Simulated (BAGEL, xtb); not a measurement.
**How methods differ on C2HF3O2 (trifluoroacetic acid)**

The species is C2HF3O2 (8 atoms), meant as a singlet with charge 0. SMILES: `O=C(O)C(F)(F)F`. The shape is that of a PBE0-D4/def2-TZVP optimisation. This is one conformer, not always the lowest.

```xyz
8

O     1.7014   -0.3094    0.2297
C     0.5115   -0.3500    0.2143
O    -0.2533   -1.3047    0.7299
C    -0.3714    0.7414   -0.4313
F     0.3822    1.6951   -0.9461
F    -1.1808    1.2800    0.4796
F    -1.1198    0.2168   -1.4007
H     0.3302   -1.9691    1.1245
```

Each level gives the dipole moment (D). The values are calculated.

| level | kind | program | value (D) | CPU time |
| --- | --- | --- | --- | --- |
| GFN2-xTB | semi-empirical | xtb | 3.24 | under 2 s |
| GFN0-xTB | semi-empirical | xtb | 3.35 | under 2 s |
| GFN1-xTB | semi-empirical | xtb | 3.00 | under 2 s |
| HF/6-31G (density fitting with cc-pv5z-jkfit) | Hartree–Fock | BAGEL | 2.59 | 5.3 s |
| HF/6-31G (density fitting with svp-jkfit) | Hartree–Fock | BAGEL | 2.59 | 2 s |
| HF/def2-SV(P) (density fitting with svp-jkfit) | Hartree–Fock | BAGEL | 2.32 | 2.6 s |
| HF/cc-pVDZ (density fitting with cc-pvtz-jkfit) | Hartree–Fock | BAGEL | 2.31 | 2.7 s |
| HF/cc-pVDZ (density fitting) | Hartree–Fock | BAGEL | 2.24 | 0.67 s |

The values span 2.24 to 3.35 D. Sets without polarisation functions give poor dipoles. Without the sets that lack polarisation functions the rows with a basis span only 2.24 to 2.32 D. Times are those of the runs behind each value, whatever else they computed, on shared processors of several kinds: orders of magnitude only.
